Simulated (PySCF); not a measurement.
## B⁺ (boron, charge +1) across methods

[He] 2s2, closed-shell 1S. Calculation: PySCF 2.14, in aug-cc-pCVTZ-DK; scalar relativity by spin-free X2C-1e.

```
method  E (hartree)  mean ε 1s (eV)  mean ε 2s (eV)  Σ⟨r²⟩ (bohr²)   ⟨S²⟩
   UHF    -24.24370         -222.79         -23.783          7.940  0.000
 B97-3     -24.3458         -201.82         -20.914          7.736  0.000
PBEsol     -24.1691         -192.49         -19.380          7.843  0.000
  PBE0     -24.3082         -201.04         -20.799          7.802  0.000
   LDA     -24.0442         -191.69         -19.410          7.881  0.000
  BP86     -24.3370         -193.88         -19.598          7.780  0.000
   PBE     -24.2996         -193.58         -19.511          7.802  0.000
r2SCAN     -24.3222         -196.77         -19.729          7.840  0.000
```

(1) Estimate the same row for M06.

Results:

(1) E (hartree) = -24.3402; mean ε 1s (eV) = -201.29; mean ε 2s (eV) = -20.665; Σ⟨r²⟩ (bohr²) = 7.743; ⟨S²⟩ = 0.000.
